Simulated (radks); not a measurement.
Values are calculated unless marked as measured or tabulated.
Question: Radial electron density D(r) = 4 pi r^2 rho(r) of an atom or ion with 31 electrons. Level of theory: Dirac Kohn-Sham, AM05, spin-unpolarised, spherical densities, point nucleus (a radial shooting solver on a logarithmic mesh with Libxc functionals).

| r (bohr) | D(r) (e/bohr) |
|---|---|
| 0.002988 | 2.650 |
| 0.003891 | 4.168 |
| 0.005108 | 6.522 |
| 0.006651 | 9.836 |
| 0.00873 | 14.54 |
| 0.01137 | 20.42 |
| 0.01492 | 27.45 |
| 0.01943 | 34.20 |
| 0.0255 | 39.33 |
| 0.03321 | 40.78 |
| 0.04359 | 38.18 |
| 0.05675 | 34.19 |
| 0.0745 | 33.59 |
| 0.097 | 39.18 |
| 0.1273 | 46.55 |
| 0.1658 | 45.83 |
| 0.2176 | 34.79 |
| 0.2834 | 25.33 |
| 0.3719 | 26.64 |
| 0.4843 | 30.75 |
| 0.6357 | 25.87 |
| 0.8278 | 15.00 |
| 1.087 | 6.664 |
| 1.415 | 3.429 |
| 1.857 | 2.130 |
| 2.418 | 1.076 |
| 3.174 | 0.3189 |
| 4.133 | 0.05264 |
| 5.425 | 0.003801 |
| 7.064 | 0.0001149 |

What is the nuclear charge?

Answer: Z = 33. The innermost maximum, from 1s, lies near gamma/Z bohr with gamma = sqrt(1 - (Z/c)^2) = 0.971, here 0.0294 bohr (found: 0.0319), and its height grows with Z. The density is that of the arsenic ion As2+ in [Ar] 3d10 4s2 4p1; the configuration itself is not fixed sharply by these data, and Z only to about a unit. D(r) has 3 maxima, at r = 0.0319, 0.144, 0.492 bohr, and minima at 0.0671, 0.312 bohr, inside which lie 2.09, 11.00 electrons.
